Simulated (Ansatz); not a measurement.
## Bend profile

CH3FGeS (SMILES C[S][Ge][F]), closed shell, at its PBE0-D4/def2-TZVP minimum:

| atom | x (Å) | y (Å) | z (Å) |
| --- | --- | --- | --- |
| C1 | -0.6055 | 0.4392 | 0.5055 |
| S2 | -0.8871 | -0.7298 | -0.8504 |
| Ge3 | 1.1201 | -1.3691 | -1.5660 |
| F4 | 2.1183 | -0.4198 | -0.4560 |
| H5 | -1.0684 | 1.3893 | 0.2422 |
| H6 | -1.0767 | 0.0436 | 1.4043 |
| H7 | 0.4604 | 0.5787 | 0.6748 |

The angle H5–C1–H7 (110.0° at the minimum) is set to the values below, H5, with anything bonded beyond it, turning rigidly in the plane of the angle. Each method's energies count from its own value at the PBE0-D4 minimum structure. Program: Ansatz 0.2.0. Basis: def2-TZVPP. Cores are frozen in the correlated methods. Filled d shells of the heavier atoms are correlated. The def2 sets are not built for correlating such inner shells, so the correlated values are less sure here.

CCSD(T) energies along the scan:
| angle (°) | CCSD(T) (kJ/mol) |
| --- | --- |
| 92.0 | 24.8 |
| 96.5 | 13.9 |
| 101.0 | 6.2 |
| 105.5 | 1.5 |
| 110.0 | 0.0 |
| 114.5 | 1.6 |
| 119.0 | 6.3 |
| 123.5 | 14.2 |
| 128.0 | 25.2 |
They count from the CCSD(T) energy at the PBE0-D4 minimum.

Largest difference from the CCSD(T) curve over the scan: PBE-D4 1.8; r2SCAN-D4 0.9; PBE0-D4 0.7; wB97M-V 0.8 kJ/mol. Each curve counts from its own value at the minimum.

T1 diagnostic: at most 0.015.

For scale, one of the runs: CCSD(T)/def2-TZVPP, 194 basis functions (an equivalent command: `ansatz run in.yaml --threads 4`). Hardware: 4 CPU threads, shared host. Wall time 100 s; peak host memory 2.2 GiB.
